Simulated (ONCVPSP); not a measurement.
barium: ONCV pseudisation with PBEsol, fully relativistic reference atom.

The input file (ONCVPSP 4.0.1):

```
# ATOM AND REFERENCE CONFIGURATION
# atsym  z   nc   nv     iexc    psfile
  Ba 56.00    9    3  -116133      upf
#
#   n    l    f
    1    0    2.00
    2    0    2.00
    2    1    6.00
    3    0    2.00
    3    1    6.00
    3    2   10.00
    4    0    2.00
    4    1    6.00
    4    2   10.00
    5    0    2.00
    5    1    6.00
    6    0    1.00
#
# PSEUDOPOTENTIAL AND OPTIMIZATION
# lmax
    2
#
#   l,   rc,      ep,       ncon, nbas, qcut
    0    2.35    0.00    4    7    5.80
    1    2.20    0.00    4    8    3.60
    2    1.90    0.46    4    7    5.10
#
# LOCAL POTENTIAL
# lloc, lpopt,  rc(5),   dvloc0
    4    3    1.70    0.00
#
# VANDERBILT-KLEINMAN-BYLANDER PROJECTORs
# l, nproj, debl
    0    2    1.00
    1    2    3.90
    2    2    0.60
#
# MODEL CORE CHARGE
# icmod, fcfact, rcfact
    0    0.00    0.00
#
# LOG DERIVATIVE ANALYSIS
# epsh1, epsh2, depsh
   -3.00    5.00    0.02
#
# OUTPUT GRID
# rlmax, drl
    6.00    0.01
#
# TEST CONFIGURATIONS
# ncnf
    4
# nvcnf
#   n    l    f
    3
    5    0    2.00
    5    1    6.00
    6    0    2.00
#
    3
    5    0    2.00
    5    1    6.00
    6    0    0.00
#
    3
    5    0    2.00
    5    1    6.00
    6    0    1.50
#
    3
    5    0    1.00
    5    1    6.00
    6    0    2.00
#
```

Command:

```bash
oncvpspr.x < Ba.dat > Ba.out
```

Resulting log (shortened: citation, most of the input echo, consistency checks and plot data are left out):

```
ONCVPSP  (Optimized Norm-Conservinng Vanderbilt PSeudopotential)
relativistic version 4.0.1

#   n    l    f        energy (Ha)
    1    0    2.00    -1.3677397D+03
    2    0    2.00    -2.1629011D+02
    2    1    6.00    -1.8975224D+02    -2.0377094D+02
    3    0    2.00    -4.5815282D+01
    3    1    6.00    -3.7851476D+01    -4.0560694D+01
    3    2   10.00    -2.8048951D+01    -2.8626695D+01
    4    0    2.00    -9.1522413D+00
    4    1    6.00    -6.6761852D+00    -7.2425356D+00
    4    2   10.00    -3.4608015D+00    -3.5570175D+00
    5    0    2.00    -1.4459498D+00
    5    1    6.00    -8.7204071D-01    -9.4937744D-01
    6    0    1.00    -2.7877721D-01

Reference configufation results
  iterations    25
  all-electron total energy (Ha)   -8.13592276D+03

Begin loop to  construct optimized pseudo wave functions
and semi-local pseudopoentials for all angular momenta

Calculating optimized projector #   1

 for l=   0

    Fraction of norm inside rc  0.900983
    Optimizing pswf for qcut=   5.81 a_B^-1,  ecut=  16.85 Ha
    Residual kinetic energy error=  1.94D-07 Ha

    Energy error per electron        Cutoff
         Ha          eV             Ha
         0.01000     0.27211        7.89
         0.00100     0.02721       10.50
         0.00010     0.00272       12.56
         0.00001     0.00027       14.10

Calculating optimized projector #   2

 for l=   0

    Fraction of norm inside rc  0.062606
    Optimizing pswf for qcut=   5.81 a_B^-1,  ecut=  16.85 Ha
    Residual kinetic energy error=  1.39D-07 Ha

    Energy error per electron        Cutoff
         Ha          eV             Ha
         0.01000     0.27211        6.29
         0.00100     0.02721        9.50
         0.00010     0.00272       12.02
         0.00001     0.00027       13.91

   Wellstate for l =  1  n =  8 kap= -2
     eigenvalue =   3.0280
     asymptotic potential =   3.5280
     half-point radius =  4.0710

Calculating optimized projector #   1

 for l=   1

    Fraction of norm inside rc  0.696929
    Optimizing pswf for qcut=   3.60 a_B^-1,  ecut=   6.49 Ha
    Residual kinetic energy error=  1.76D-03 Ha

    Energy error per electron        Cutoff
         Ha          eV             Ha
         0.01000     0.27211        3.08
         0.00100     0.02721       10.98
         0.00010     0.00272       38.77
         0.00001     0.00027       45.79

Calculating optimized projector #   2

 for l=   1

    Fraction of norm inside rc  0.109543
    Optimizing pswf for qcut=   3.60 a_B^-1,  ecut=   6.49 Ha
    Residual kinetic energy error=  2.28D-02 Ha

    Energy error per electron        Cutoff
         Ha          eV             Ha
         0.01000     0.27211        8.70
         0.00100     0.02721       34.34
         0.00010     0.00272       53.85
         0.00001     0.00027       60.17

   Wellstate for l =  1  n =  8 kap=  1
     eigenvalue =   2.9506

Calculating optimized projector #   1

 for l=   1

    Fraction of norm inside rc  0.742141
    Optimizing pswf for qcut=   3.60 a_B^-1,  ecut=   6.49 Ha
    Residual kinetic energy error=  1.23D-03 Ha

    Energy error per electron        Cutoff
         Ha          eV             Ha
         0.01000     0.27211        3.40
         0.00100     0.02721        7.39
         0.00010     0.00272       38.06
         0.00001     0.00027       44.97

Calculating optimized projector #   2

 for l=   1

    Fraction of norm inside rc  0.117490
    Optimizing pswf for qcut=   3.60 a_B^-1,  ecut=   6.49 Ha
    Residual kinetic energy error=  1.67D-02 Ha

    Energy error per electron        Cutoff
         Ha          eV             Ha
         0.01000     0.27211        8.40
         0.00100     0.02721       31.91
         0.00010     0.00272       53.72
         0.00001     0.00027       60.19

WARNING wellstate: moderately localized bound state found for n= 5 l=  2
WARNING scattering state with energy  0.05000000
WARNING will be used for the first projector

   Wellstate for l =  2  n =  6 kap= -3
     eigenvalue =   0.0500
     asymptotic potential =   0.5500
     half-point radius =  9.3105

   Wellstate for l =  2  n =  7 kap= -3
     eigenvalue =   0.6500
     asymptotic potential =   1.1500
     half-point radius =  6.9677

Calculating optimized projector #   1

 for l=   2

    Fraction of norm inside rc  0.072347
    Optimizing pswf for qcut=   5.11 a_B^-1,  ecut=  13.05 Ha
    Residual kinetic energy error=  5.06D-05 Ha

    Energy error per electron        Cutoff
         Ha          eV             Ha
         0.01000     0.27211        3.26
         0.00100     0.02721        4.82
         0.00010     0.00272        6.64
         0.00001     0.00027       43.08

Calculating optimized projector #   2

 for l=   2

    Fraction of norm inside rc  0.082204
    Optimizing pswf for qcut=   5.11 a_B^-1,  ecut=  13.05 Ha
    Residual kinetic energy error=  1.48D-03 Ha

    Energy error per electron        Cutoff
         Ha          eV             Ha
         0.01000     0.27211        4.11
         0.00100     0.02721       15.92
         0.00010     0.00272       54.94
         0.00001     0.00027       65.24

   Wellstate for l =  2  n =  5 kap=  2
     eigenvalue =   0.4600

   Wellstate for l =  2  n =  7 kap=  2
     eigenvalue =   0.3447

Calculating optimized projector #   1

 for l=   2

    Fraction of norm inside rc  0.172969
    Optimizing pswf for qcut=   5.11 a_B^-1,  ecut=  13.05 Ha
    Residual kinetic energy error=  1.97D-04 Ha

    Energy error per electron        Cutoff
         Ha          eV             Ha
         0.01000     0.27211        3.71
         0.00100     0.02721        5.65
         0.00010     0.00272       26.66
         0.00001     0.00027       47.95

Calculating optimized projector #   2

 for l=   2

    Fraction of norm inside rc  0.083148
    Optimizing pswf for qcut=   5.11 a_B^-1,  ecut=  13.05 Ha
    Residual kinetic energy error=  3.53D-03 Ha

    Energy error per electron        Cutoff
         Ha          eV             Ha
         0.01000     0.27211        4.64
         0.00100     0.02721       29.47
         0.00010     0.00272       60.50
         0.00001     0.00027       69.24

Construct Vanderbilt / Kleinmman-Bylander projectors

B matrix Hermiticity error, ll=  0  kap= -1
   1   2    7.7717D-05

  Orthonormal projector coefficients  6.1907E+00  7.4513E-01

B matrix Hermiticity error, ll=  1  kap= -2
   1   2    2.6229D-04

  Orthonormal projector coefficients  4.9347E+00  1.3409E+00

B matrix Hermiticity error, ll=  1  kap=  1
   1   2    2.7882D-04

  Orthonormal projector coefficients  4.6060E+00  1.2525E+00

B matrix Hermiticity error, ll=  2  kap= -3
   1   2    1.5970D-05

  Orthonormal projector coefficients  3.4130E+01  1.4352E+00

B matrix Hermiticity error, ll=  2  kap=  2
   1   2   -3.5747D-05

  Orthonormal projector coefficients  3.8926E+01  1.2772E+00

 Orthonormal scalar projector coefficients, l =  1
  4.8214E+00  1.3122E+00  2.8114E-03  1.8178E-04

 Orthonormal spin-orbit projector coefficients, l =  1
  3.1859E-01 -1.1238E-01  7.6563E-02 -4.7177E-03

 Orthonormal scalar projector coefficients, l =  2
  3.6035E+01  1.3719E+00  1.2811E-02  8.5401E-04

 Orthonormal spin-orbit projector coefficients, l =  2
 -2.0755E+00  1.5062E-01  7.9117E-02 -9.7199E-03

Pseudoatom total energy  -25.388314

Diagnostic tests using Vanderbilt-Kleinman-Bylander pseudopotentials
  relativistic with J = L +/- 1/2 projectors

   l  kap   rcore       rmatch      e in        delta e    norm test   slope test

   0  -1   2.3592162   2.4308471  -1.4459498  -0.0000002   1.0000888   1.0000892
   0  -1   2.3592162   2.4308471  -0.2787772   0.0000016   1.0000268   1.0000234

   1  -2   2.2089707   2.2760398  -0.8720407  -0.0000039   1.0000447   1.0000590
   1   1   2.2089707   2.2760398  -0.9493774  -0.0000010   1.0000507   1.0000530
   1  -2   2.2089707   2.2760398   3.0279593   0.0000693   1.0002356   1.0002356
   1   1   2.2089707   2.2760398   3.0001816   0.0000640   1.0002250   1.0002250

   2  -3   1.9021310   1.9598839   0.0500000   0.0000108   1.0001478   1.0001478
   2   2   1.9021310   1.9598839  -0.2552838   0.0000133   1.0001352   1.0001352
   2  -3   1.9021310   1.9598839   0.6500000   0.0000136   1.0001778   1.0001778
   2   2   1.9021310   1.9598839   0.6464976   0.0000158   1.0001780   1.0001780

Diagnostic tests using Vanderbilt-Kleinman-Bylander pseudopotentials
  relativistic with scalar and spin-orbit non-local projectors

   l  kap   rcore       rmatch      e in        delta e    norm test   slope test

   0  -1   2.3592162   2.4308471  -1.4459498  -0.0000002   1.0000888   1.0000892
   0  -1   2.3592162   2.4308471  -0.2787772   0.0000016   1.0000268   1.0000234

   1  -2   2.2089707   2.2760398  -0.8720407  -0.0001014   1.0000445   0.9998724
   1   1   2.2089707   2.2760398  -0.9493774  -0.0000997   1.0000503   0.9999005
   1  -2   2.2089707   2.2760398   3.0279593   0.0000302   1.0002435   1.0002435
   1   1   2.2089707   2.2760398   3.0001816   0.0000146   1.0002314   1.0002314

   2  -3   1.9021310   1.9598839   0.0500000  -0.0001847   1.0001126   1.0001126
   2   2   1.9021310   1.9598839  -0.2552838  -0.0001843   1.0001045   1.0001045
   2  -3   1.9021310   1.9598839   0.6500000  -0.0001307   1.0001280   1.0001280
   2   2   1.9021310   1.9598839   0.6464976  -0.0001077   1.0001273   1.0001273

Ghost test for J = L + 1/2

 Testing for bound ghosts
   n   l    E NL Schr. Eq   E Basis Diag.   E Cutoff

   1   0       -1.445950       -1.445949     34.10
   2   0       -0.278776       -0.254433     34.10

   2   1       -0.872045       -0.871976     62.07

   3   2       -0.257788       -0.232692     70.71

 Testing for highly-localized positive-energy ghosts
       l    <radius>/rc     E Basis Diag.   E Cutoff

       0        0.436183        4.091748     34.10  WARNING - GHOST(+)

       2        0.944634       18.021004     70.71  WARNING - GHOST(+)

       2        0.622853       38.036073     70.71  WARNING - GHOST(+)

       2        0.554747       74.688336     70.71  WARNING - GHOST(+)

Ghost test for J = L - 1/2

 Testing for bound ghosts
   n   l    E NL Schr. Eq   E Basis Diag.   E Cutoff

   1   0       -1.445950       -1.445949     34.10
   2   0       -0.278776       -0.254433     34.10

   2   1       -0.949378       -0.949341     62.07

   3   2       -0.263492       -0.239988     70.71

 Testing for highly-localized positive-energy ghosts
       l    <radius>/rc     E Basis Diag.   E Cutoff

       0        0.436183        4.091748     34.10  WARNING - GHOST(+)

       2        0.902101       18.040509     70.71  WARNING - GHOST(+)

       2        0.689281       37.789715     70.71  WARNING - GHOST(+)

       2        0.561018       78.713647     70.71  WARNING - GHOST(+)

Test configuration 0

   n   l kap    f        eae           eps        diff
   1   0  -1  2.0000-1367.73969082
   2   0  -1  2.0000 -216.29011326
   2   1  -2  4.0000 -189.75224363
   2   1   1  2.0000 -203.77094479
   3   0  -1  2.0000  -45.81528156
   3   1  -2  4.0000  -37.85147579
   3   1   1  2.0000  -40.56069382
   3   2  -3  6.0000  -28.04895128
   3   2   2  4.0000  -28.62669515
   4   0  -1  2.0000   -9.15224129
   4   1  -2  4.0000   -6.67618516
   4   1   1  2.0000   -7.24253556
   4   2  -3  6.0000   -3.46080152
   4   2   2  4.0000   -3.55701754
   5   0  -1  2.0000   -1.44594976   -1.44595000   -2.46E-07
   5   1  -2  4.0000   -0.87204071   -0.87204461   -3.90E-06
   5   1   1  2.0000   -0.94937744   -0.94937844   -1.01E-06
   6   0  -1  1.0000   -0.27877721   -0.27877564    1.57E-06

    Total energies and differences
      AE_ref= -8.13592276E+03  AE_tst= -8.13592276E+03  dif=  0.00E+00
      PS_ref= -2.53883144E+01  PS_tst= -2.53883144E+01  dif= -7.11E-15
      PSP excitation error=  7.11E-15

Test configuration 1

   n   l kap    f        eae           eps        diff
   1   0  -1  2.0000-1367.52774278
   2   0  -1  2.0000 -216.07842901
   2   1  -2  4.0000 -189.54056074
   2   1   1  2.0000 -203.55925381
   3   0  -1  2.0000  -45.60373049
   3   1  -2  4.0000  -37.63993004
   3   1   1  2.0000  -40.34913563
   3   2  -3  6.0000  -27.83738810
   3   2   2  4.0000  -28.41512878
   4   0  -1  2.0000   -8.94115229
   4   1  -2  4.0000   -6.46518525
   4   1   1  2.0000   -7.03149067
   4   2  -3  6.0000   -3.24997219
   4   2   2  4.0000   -3.34616925
   5   0  -1  2.0000   -1.23702798   -1.23706732   -3.93E-05
   5   1  -2  4.0000   -0.66493556   -0.66496968   -3.41E-05
   5   1   1  2.0000   -0.74168481   -0.74170581   -2.10E-05
   6   0  -1  2.0000   -0.11929290   -0.11929351   -6.16E-07

    Total energies and differences
      AE_ref= -8.13592276E+03  AE_tst= -8.13612050E+03  dif= -1.98E-01
      PS_ref= -2.53883144E+01  PS_tst= -2.55860584E+01  dif= -1.98E-01
      PSP excitation error=  3.35E-07

Test configuration 2

   n   l kap    f        eae           eps        diff
   1   0  -1  2.0000-1367.98955625
   2   0  -1  2.0000 -216.53948361
   2   1  -2  4.0000 -190.00160809
   2   1   1  2.0000 -204.02032377
   3   0  -1  2.0000  -46.06440118
   3   1  -2  4.0000  -38.10058475
   3   1   1  2.0000  -40.80982666
   3   2  -3  6.0000  -28.29809462
   3   2   2  4.0000  -28.87584459
   4   0  -1  2.0000   -9.40047419
   4   1  -2  4.0000   -6.92424745
   4   1   1  2.0000   -7.49068385
   4   2  -3  6.0000   -3.70854466
   4   2   2  4.0000   -3.80479620
   5   0  -1  2.0000   -1.68977042   -1.68967184    9.86E-05
   5   1  -2  4.0000   -1.11189214   -1.11180968    8.25E-05
   5   1   1  2.0000   -1.19046137   -1.19039558    6.58E-05
   6   0  -1  0.0000   -0.44830566   -0.44830566    0.00E+00

    Total energies and differences
      AE_ref= -8.13592276E+03  AE_tst= -8.13555925E+03  dif=  3.64E-01
      PS_ref= -2.53883144E+01  PS_tst= -2.50248233E+01  dif=  3.63E-01
      PSP excitation error=  1.13E-05

Test configuration 3

   n   l kap    f        eae           eps        diff
   1   0  -1  2.0000-1367.62847253
   2   0  -1  2.0000 -216.17905686
   2   1  -2  4.0000 -189.64118786
   2   1   1  2.0000 -203.65988401
   3   0  -1  2.0000  -45.70430773
   3   1  -2  4.0000  -37.74050520
   3   1   1  2.0000  -40.44971557
   3   2  -3  6.0000  -27.93796994
   3   2   2  4.0000  -28.51571184
   4   0  -1  2.0000   -9.04155102
   4   1  -2  4.0000   -6.56554933
   4   1   1  2.0000   -7.13187223
   4   2  -3  6.0000   -3.35026958
   4   2   2  4.0000   -3.44647404
   5   0  -1  2.0000   -1.33658802   -1.33661255   -2.45E-05
   5   1  -2  4.0000   -0.76378455   -0.76380755   -2.30E-05
   5   1   1  2.0000   -0.84076606   -0.84077991   -1.39E-05
   6   0  -1  1.5000   -0.19710055   -0.19710108   -5.33E-07

    Total energies and differences
      AE_ref= -8.13592276E+03  AE_tst= -8.13604161E+03  dif= -1.19E-01
      PS_ref= -2.53883144E+01  PS_tst= -2.55071705E+01  dif= -1.19E-01
      PSP excitation error=  1.72E-08

Test configuration 4

   n   l kap    f        eae           eps        diff
   1   0  -1  2.0000-1367.99254968
   2   0  -1  2.0000 -216.53844557
   2   1  -2  4.0000 -190.00064380
   2   1   1  2.0000 -204.01950024
   3   0  -1  2.0000  -46.06174515
   3   1  -2  4.0000  -38.09787252
   3   1   1  2.0000  -40.80726626
   3   2  -3  6.0000  -28.29553421
   3   2   2  4.0000  -28.87332215
   4   0  -1  2.0000   -9.39183771
   4   1  -2  4.0000   -6.91438966
   4   1   1  2.0000   -7.48144853
   4   2  -3  6.0000   -3.69564772
   4   2   2  4.0000   -3.79224109
   5   0  -1  1.0000   -1.62297170   -1.62296469    7.02E-06
   5   1  -2  4.0000   -1.02503082   -1.02564340   -6.13E-04
   5   1   1  2.0000   -1.10891597   -1.10968859   -7.73E-04
   6   0  -1  2.0000   -0.33397775   -0.33391896    5.88E-05

    Total energies and differences
      AE_ref= -8.13592276E+03  AE_tst= -8.13469456E+03  dif=  1.23E+00
      PS_ref= -2.53883144E+01  PS_tst= -2.41600877E+01  dif=  1.23E+00
      PSP excitation error= -2.67E-05
```

The run took about 4.5 s on one core of a shared server CPU.
